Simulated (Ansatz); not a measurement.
C3H7BS can be A, `BC(=C)SC`, or B, `B/C=C(\C)S`.

Calculated with Ansatz (gas phase, PBE0-D4/def2-TZVP geometries, no zero-point term in ΔE). CCSD(T)/CBS adds triple-zeta CCSD(T) − MP2 to the extrapolated MP2 energy (def2 sets, frozen cores). Functionals use def2-TZVPP. Each species was taken in one conformer, which may not be the lowest.

Q: Which isomer does CCSD(T)/CBS put lower? Give the gap. (Best estimate.)

A: Ansatz gave: B, by 31.6 kJ/mol.

Q: Give E(B) − E(A) in kJ/mol with MP2/def2-TZVPP, CCSD/def2-TZVPP, CCSD(T)/def2-TZVPP, PBE0-D4, HF/def2-TZVPP, ωB97M-V, PBE-D4. (Best estimate.)

A: Ansatz gave: MP2/def2-TZVPP -35.9, CCSD/def2-TZVPP -33.5, CCSD(T)/def2-TZVPP -33.3, PBE0-D4 -38.5, HF/def2-TZVPP -31.3, ωB97M-V -34.3, PBE-D4 -39.5. None reverses the order clearly.

Largest T1 diagnostic: 0.013.
